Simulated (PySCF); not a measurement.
# Structure from 2D NMR

Compound of formula C$_{4}$H$_{5}$N$_{3}$OSi. Correlations simulated from computed shifts and the bond graph:

HSQC (one-bond C–H):
```csv
δH,δC
9.51,156.9
2.67,16.6
```

COSY cross peaks (H two or three bonds apart, from the bond graph; peaks can be absent where the dihedral angle is near 90°):
```csv
δH,δH
5.52,2.67
```

HMBC (two and three bonds, from the bond graph):
```csv
δH,δC
9.51,155.0
5.52,"174.5, 155.0, 16.6"
2.67,"174.5, 155.0"
```

Carbons without hydrogens: δ 174.5, 155.0.

- geometry from GFN2-xTB
- NMR shieldings at PBE0/pcSseg-1/GIAO
- code: PySCF 2.14
- one computed conformer, non-relativistic Hamiltonian, isolated molecule, rapidly exchanging positions averaged

δ = σ(ref) − σ, references computed at the same level: ¹H (σ = 31.72 ppm) and ¹³C (σ = 186.93 ppm) against TMS.

Exchangeable hydrogens are left out of these lists.

Problem. Work out the connectivity.

Solution. SMILES [SiH2]1CC2=NC=NN=C2O1.

Mapped SMILES: `[cH:1]1[n:2][n:3][c:4]2[c:5]([n:6]1)[CH2:7][SiH2:8][O:9]2`. Each H is labelled by its parent atom.

1. δC 174.5 is C4, an aromatic carbon bearing oxygen.
2. δC 156.9 is C1, an aromatic CH between two ring heteroatoms (δH 9.51).
3. δC 155.0 is C5, a substituted aromatic carbon next to a ring nitrogen.
4. δC 16.6 is C7, an sp3 CH2 bonded to Si, on an aromatic ring (δH 2.67).
5. HMBC from δH 9.51 reaches the proton-free carbon C5.
6. HMBC from δH 5.52 reaches the proton-free carbons C4, C5.
7. HMBC from δH 2.67 reaches the proton-free carbons C4, C5.
8. COSY links 5.52–2.67.

This is the structure that produced the data.

Shifts are as computed. Against solution values, carbons near 30 ppm lie about +3 ppm off and those near 130 ppm about +5 ppm. Of 1211 compounds with measured shifts, 218 miss one by over three times the rms of a fit or turn the order of signals round; such compounds aren't used in these exercises.
